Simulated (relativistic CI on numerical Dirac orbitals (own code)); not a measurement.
## V⁺: 3p photoemission

Computed with this model: Dirac-Coulomb-Breit CI, orbitals from a KLI potential per configuration, model QED, valence Slater integrals scaled by 0.8, multiplet model of photoemission in the sudden approximation; configurations [Ar] 3d4 → [Ne] 3s2 3p5 3d4; 300 K; Lorentzian 1.12 eV and Gaussian 0.6 eV FWHM. Energies are those of the free ion, without screening or charge transfer. The energies are binding energies and can lie tens of eV above those of solids. S is read from ⟨S²⟩ = S(S + 1).

Field parameters in Wybourne normalisation: D3d B²₀ = −7Dσ, B⁴₀ = −14Dq − 21Dτ, B⁴₃ = −14√(10/7) Dq; D4h B²₀ = −7Ds, B⁴₀ = 21(Dq − Dt), B⁴₄ = 21√(5/14) Dq; Oh B⁴₀ = 21Dq, B⁴₄ = √(5/14) B⁴₀. The field is a parameter set, without covalency.

free ion: ground-state S = 2.00, centroid 53.66 eV. Peaks (eV, height): 48.2 (68), 50.6 (100), 61.0 (28), 65.8 (36).

D3d, 10Dq = 8050, Dσ = 1070, Dτ = 320 cm⁻¹: ground-state S = 2.00, centroid 53.66 eV. Peaks (eV, height): 48.6 (80), 50.6 (100), 61.8 (31), 66.2 (31).

D4h, 10Dq = 16700, Ds = 790, Dt = 30 cm⁻¹: ground-state S = 1.05, centroid 54.02 eV. Peaks (eV, height): 51.0 (100), 54.8 (24), 57.4 (14), 61.6 (8), 66.0 (8).

D4h, 10Dq = 10350, Ds = -770, Dt = -190 cm⁻¹: ground-state S = 2.00, centroid 53.66 eV. Peaks (eV, height): 48.6 (95), 50.8 (100), 62.0 (35), 66.4 (31).

Oh, 10Dq = 5050 cm⁻¹: ground-state S = 2.00, centroid 53.66 eV. Peaks (eV, height): 48.4 (74), 50.6 (100), 61.4 (30), 66.0 (33).

Strongest unbroadened transitions for D4h, 10Dq = 10350, Ds = -770, Dt = -190 cm⁻¹:

```tsv
Energy (eV)	Relative strength
48.55	48.0
48.59	46.6
48.63	45.6
48.68	43.3
48.73	40.9
48.78	39.9
50.61	100.0
50.62	53.8
50.89	16.1
50.92	13.0
51.11	13.1
51.14	12.7
52.70	11.5
61.88	18.1
61.94	18.8
62.09	13.6
62.14	15.0
66.04	15.7
```
